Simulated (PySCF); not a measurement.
# Ionisation energy along the 6-electron series

Calculated with PySCF 2.14 and a two-component X2C-1e Hamiltonian (Gaussian nucleus, no Breit or QED terms), each ion in its own even-tempered basis scaled to its charge; GMP2 freezes nothing and drops the highest virtual spinors. Values in eV. NIST values: (m) measured, (s) semi-empirical, (t) theoretical.

```tsv
ion	configuration	GHF (spin-free)	GMP2 (spin-free)	GHF (screened spin-orbit)	GMP2 (screened spin-orbit)	NIST
Tm⁶³⁺	[He] 2s2 2p2	14977.5	14977.5	15686.2	15688.4	15663 ± 19 (t)
Lu⁶⁵⁺	[He] 2s2 2p2	15943.4	15943.4	16756.2	16758.4	16730 ± 30 (t)
```

Problem. Fill in the row of Yb⁶⁴⁺.

Solution. configuration: [He] 2s2 2p2; GHF (spin-free): 15456.3; GMP2 (spin-free): 15456.3; GHF (screened spin-orbit): 16215.6; GMP2 (screened spin-orbit): 16217.8; NIST: 16191 ± 24 (t).
